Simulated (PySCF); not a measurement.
**Dipole response of Bi (bismuth, neutral)**

[Xe] 4f14 5d10 6s2 6p3, high-spin 4S determinant. Calculation: PySCF 2.14, in aug-cc-pVQZ-DK3; the spin-free X2C one-electron Hamiltonian (Gaussian nucleus). Coupled (time-dependent) response in atomic units; α is the mean over directions.

```tsv
method	mean α (bohr³)	C₆ (like pair)	S(−4)
UHF	49.91	600.5	672.7
```

S(−4) is the Cauchy moment in α(ω) = α(0) + S(−4) ω² + …

Reference α: 48 ± 4 bohr³ (recommended; Schwerdtfeger and Nagle, table of static dipole polarizabilities (2023 update)). Published C₆: 513.0 (Gould and Bucko (2016)).

α(iu) at UHF:

| u (hartree) | α(iu) (bohr³) |
| --- | --- |
| 0 | 49.91 |
| 0.0500 | 48.31 |
| 0.100 | 44.22 |
| 0.200 | 33.99 |
| 0.300 | 25.52 |
| 0.500 | 15.36 |
| 0.750 | 9.449 |
| 1.00 | 6.556 |
| 1.50 | 3.873 |
| 2.00 | 2.637 |
| 3.00 | 1.479 |
| 5.00 | 0.6540 |

A single London oscillator, α(iu) = α/(1 + u²/ω²), gives C₆ = (3/4) ω α². Matching the computed C₆ needs ω = 4 × 600.5 / (3 × 49.91²) = 0.321 hartree.

Spin-orbit coupling, which splits the p, d and f shells strongly at this Z, is absent. Spin-orbit coupling is strong in this species (close to jj coupling), so the high-spin LS determinant is a model state, not a physical level.
